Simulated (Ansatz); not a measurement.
Ansatz (a first-principles code) input file for Hf(Cl)2(OSiH3) (Cl2H3HfOSi), SMILES [Cl][Hf]([Cl])[O][SiH3] (connectivity only; charge and spin as stated), neutral, multiplicity 2, PBE/def2-SVPD. Geometry: PBE0-D3(BJ)/def2-SVP. The spin state was assumed, not searched. The isomer is the one that the SMILES or the coordinates give; other isomers of the formula were not compared. The def2 effective core potentials stand for the cores of Hf; spin–orbit coupling is left out. Other conformers were not sampled.

Ansatz 0.2 input:
```yaml
crystal:
  periodic: [false, false, false]
  atoms:
    - {symbol: Hf, position_ang: [0.08627181, 0.06587530, 0.28596148]}
    - {symbol: Cl, position_ang: [-0.27836280, -1.54132084, 1.96538422]}
    - {symbol: Cl, position_ang: [1.08123109, 2.16104144, 0.68088068]}
    - {symbol: O, position_ang: [-0.45748176, -0.35314168, -1.50369494]}
    - {symbol: Si, position_ang: [-0.92875462, -0.71395622, -3.06969629]}
    - {symbol: H, position_ang: [-0.51892147, 0.39941812, -3.97232991]}
    - {symbol: H, position_ang: [-2.41027721, -0.87583115, -3.10368709]}
    - {symbol: H, position_ang: [-0.26871445, -1.98133876, -3.49440526]}
basis:
  gaussian:
    orbitals: def2-SVPD
hamiltonian:
  xc: {name: PBE}
magnetization: {spin_polarized: true, initial_magnetization: 1}
```

Output:

```
WARN ansatz: RAYON_NUM_THREADS=1 ignored (pool sized by the plan → 1); use --threads N
Functional definition: PBE
integrals: 0.12 GiB planned
1477 factors; their error is unknown
mean field: 0.80 GiB planned
mean field evaluation 1: about -36295.6397 eV, gradient 4.7e1 eV
mean field evaluation 2: about -36168.2240 eV, gradient 1.5e2 eV
mean field evaluation 4: about -36303.3014 eV, gradient 1.2e1 eV
mean field evaluation 8: about -36304.1784 eV, gradient 7.9e-2 eV
mean field evaluation 16: about -36304.0993 eV, gradient 1.4e-4 eV
mean field -36304.09928788 eV, -1334.1510410274 hartree, gradient 5.3e-5 eV, S^2 0.752462; 0 other end points of the search recorded, 0 dependent functions left out
reference -36304.09934693 eV, -1334.1510431973 hartree; 36, 35 occupied and 124, 125 virtual orbitals, 1477 factors
Total energy: -36304.09934693 eV, -1334.1510431973 hartree
```

The calculation finished and met its thresholds.
